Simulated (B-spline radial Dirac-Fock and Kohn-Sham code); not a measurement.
**Sn 4d5/2: cross section and angular parameters**

System: neutral tin, [Kr] 4d10 5s2 5p2; threshold 31.51 eV (orbital energy of the model). Calculated with a B-spline atomic structure program, using Dirac-Hartree-Slater photoionisation with a Latter tail; cross sections with all multipoles, angular parameters from the dipole term and its interference with E2.

For linearly polarised light dσ/dΩ = σ/(4π) [1 + β P₂(cos θ) + (δ + γ cos²θ) sin θ cos φ], with θ from the polarisation vector and φ the angle between the beam and the projection of the electron momentum on the plane normal to the polarisation.

| hν (eV) | σ (kb) | β | γ | δ |
| --- | --- | --- | --- | --- |
| 78.2 | 6970 | 1.219 | -0.028 | -0.001 |
| 85 | 3950 | 1.451 | -0.044 | -0.002 |
| 94.2 | 1820 | 1.748 | -0.078 | -0.002 |
| 96 | 1560 | 1.800 | -0.086 | -0.002 |
| 100 | 1120 | 1.904 | -0.106 | -0.001 |
| 118 | 286 | 1.603 | -0.171 | 0.014 |
| 120 | 255 | 1.421 | -0.164 | 0.017 |
| 150 | 220 | -0.750 | 0.139 | 0.017 |
| 215 | 431 | 0.269 | 0.110 | -0.006 |
| 483 | 248 | 1.155 | -0.029 | 0.004 |
| 511 | 227 | 1.182 | -0.029 | 0.006 |
| 533 | 212 | 1.201 | -0.027 | 0.007 |
| 540 | 207 | 1.206 | -0.026 | 0.007 |
| 753 | 110 | 1.301 | 0.020 | 0.018 |
| 909 | 72.8 | 1.324 | 0.072 | 0.024 |
| 916 | 71.6 | 1.325 | 0.075 | 0.024 |
| 1690 | 15.3 | 1.279 | 0.354 | 0.051 |
| 1950 | ? | ? | ? | ? |
| 2000 | 9.56 | 1.242 | 0.453 | 0.061 |
| 2900 | 3.16 | 1.137 | 0.693 | 0.092 |
| 3960 | 1.17 | 1.029 | 0.907 | 0.129 |
| 4170 | 0.983 | 1.010 | 0.942 | 0.137 |
| 5414.7 | 0.405 | 0.912 | 1.120 | 0.181 |
| 5550 | 0.372 | 0.903 | 1.137 | 0.186 |
| 5840 | 0.311 | 0.883 | 1.171 | 0.196 |
| 6000 | 0.283 | 0.873 | 1.188 | 0.201 |
| 8047.8 | 0.0981 | 0.761 | 1.373 | 0.271 |
| 9290 | 0.0575 | 0.707 | 1.457 | 0.311 |
| 12000 | 0.0217 | 0.615 | 1.595 | 0.395 |
| 15000 | 0.00906 | 0.537 | 1.697 | 0.482 |

Question: Give the values at 1950 eV.

Answer: σ = 10.3 kb, β = 1.248, γ = 0.437, δ = 0.060.
